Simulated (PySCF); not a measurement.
## Energy of K⁺ (potassium, charge +1) between two integer charges

The 3p beta orbital of [Ar] is emptied in steps (occupation f), with all orbitals relaxed, ending at [Ne] 3s2 3p5. All numbers are calculated (PySCF 2.14, no relativity, point nucleus, in def2-SVP). The exact energy is a straight line in f; departures are measured from the line between the end points of the same method.

```json
{"f": "1", "UHF (eV)": "0.000", "LDA (eV)": "0.000", "PBE (eV)": "0.000", "PBE0 (eV)": "0.000", "r2SCAN (eV)": "0.000", "LC-wPBE (eV)": "0.000", "BHandHLYP (eV)": "0.000", "wB97X (eV)": "0.000", "M06-2X (eV)": "0.000", "CAM-B3LYP (eV)": "0.000"}
{"f": "0.9", "UHF (eV)": "0.029", "LDA (eV)": "-0.705", "PBE (eV)": "-0.688", "PBE0 (eV)": "-0.512", "r2SCAN (eV)": "-0.645", "LC-wPBE (eV)": "-0.247", "BHandHLYP (eV)": "-0.338", "wB97X (eV)": "-0.281", "M06-2X (eV)": "-0.357", "CAM-B3LYP (eV)": "-0.380"}
{"f": "0.7", "UHF (eV)": "0.064", "LDA (eV)": "-1.646", "PBE (eV)": "-1.602", "PBE0 (eV)": "-1.193", "r2SCAN (eV)": "-1.493", "LC-wPBE (eV)": "-0.574", "BHandHLYP (eV)": "-0.790", "wB97X (eV)": "-0.653", "M06-2X (eV)": "-0.840", "CAM-B3LYP (eV)": "-0.889"}
{"f": "0.5", "UHF (eV)": "0.072", "LDA (eV)": "-1.959", "PBE (eV)": "-1.901", "PBE0 (eV)": "-1.416", "r2SCAN (eV)": "-1.759", "LC-wPBE (eV)": "-0.678", "BHandHLYP (eV)": "-0.943", "wB97X (eV)": "-0.772", "M06-2X (eV)": "-0.999", "CAM-B3LYP (eV)": "-1.058"}
{"f": "0.3", "UHF (eV)": "0.058", "LDA (eV)": "-1.643", "PBE (eV)": "-1.590", "PBE0 (eV)": "-1.185", "r2SCAN (eV)": "-1.458", "LC-wPBE (eV)": "-0.562", "BHandHLYP (eV)": "-0.794", "wB97X (eV)": "-0.643", "M06-2X (eV)": "-0.818", "CAM-B3LYP (eV)": "-0.889"}
{"f": "0.1", "UHF (eV)": "0.024", "LDA (eV)": "-0.702", "PBE (eV)": "-0.677", "PBE0 (eV)": "-0.505", "r2SCAN (eV)": "-0.617", "LC-wPBE (eV)": "-0.237", "BHandHLYP (eV)": "-0.341", "wB97X (eV)": "-0.273", "M06-2X (eV)": "-0.337", "CAM-B3LYP (eV)": "-0.380"}
{"f": "0", "UHF (eV)": "0.000", "LDA (eV)": "0.000", "PBE (eV)": "0.000", "PBE0 (eV)": "0.000", "r2SCAN (eV)": "0.000", "LC-wPBE (eV)": "0.000", "BHandHLYP (eV)": "0.000", "wB97X (eV)": "0.000", "M06-2X (eV)": "0.000", "CAM-B3LYP (eV)": "0.000"}
```

```json
{"method": "UHF", "E(f=0) − E(f=1) (eV)": "31.630", "−ε at f=1 (eV)": "31.964", "−ε at f=0.5 (eV)": "31.611"}
{"method": "LDA", "E(f=0) − E(f=1) (eV)": "33.042", "−ε at f=1 (eV)": "25.216", "−ε at f=0.5 (eV)": "33.051"}
{"method": "PBE", "E(f=0) − E(f=1) (eV)": "32.834", "−ε at f=1 (eV)": "25.192", "−ε at f=0.5 (eV)": "32.869"}
{"method": "PBE0", "E(f=0) − E(f=1) (eV)": "32.895", "−ε at f=1 (eV)": "27.206", "−ε at f=0.5 (eV)": "32.919"}
{"method": "r2SCAN", "E(f=0) − E(f=1) (eV)": "32.950", "−ε at f=1 (eV)": "25.761", "−ε at f=0.5 (eV)": "33.055"}
{"method": "LC-wPBE", "E(f=0) − E(f=1) (eV)": "33.017", "−ε at f=1 (eV)": "30.267", "−ε at f=0.5 (eV)": "33.051"}
{"method": "BHandHLYP", "E(f=0) − E(f=1) (eV)": "32.780", "−ε at f=1 (eV)": "29.035", "−ε at f=0.5 (eV)": "32.769"}
{"method": "wB97X", "E(f=0) − E(f=1) (eV)": "32.938", "−ε at f=1 (eV)": "29.809", "−ε at f=0.5 (eV)": "32.971"}
{"method": "M06-2X", "E(f=0) − E(f=1) (eV)": "32.953", "−ε at f=1 (eV)": "29.013", "−ε at f=0.5 (eV)": "33.011"}
{"method": "CAM-B3LYP", "E(f=0) − E(f=1) (eV)": "32.917", "−ε at f=1 (eV)": "28.695", "−ε at f=0.5 (eV)": "32.917"}
```

Orbital energy along the path (eV):

```tsv
f	UHF	LDA	PBE	PBE0	r2SCAN	LC-wPBE	BHandHLYP	wB97X	M06-2X	CAM-B3LYP
1	-31.964	-25.216	-25.192	-27.206	-25.761	-30.267	-29.035	-29.809	-29.013	-28.695
0.9	-31.880	-26.773	-26.725	-28.346	-27.239	-30.824	-29.773	-30.442	-29.763	-29.533
0.7	-31.734	-29.906	-29.801	-30.634	-30.174	-31.942	-31.265	-31.713	-31.326	-31.221
0.5	-31.611	-33.051	-32.869	-32.919	-33.055	-33.051	-32.769	-32.971	-33.011	-32.917
0.3	-31.506	-36.187	-35.905	-35.182	-35.824	-34.128	-34.283	-34.192	-34.669	-34.612
0.1	-31.415	-39.296	-38.876	-37.398	-38.474	-35.146	-35.808	-35.375	-35.997	-36.301
0	-31.374	-40.834	-40.326	-38.481	-39.767	-35.625	-36.578	-35.971	-36.662	-37.143
```

Reference removal energy between the ground levels: 31.625 eV (measured; NIST Atomic Spectra Database, ionization energies). The calculation has no spin-orbit coupling. UHF lacks correlation.
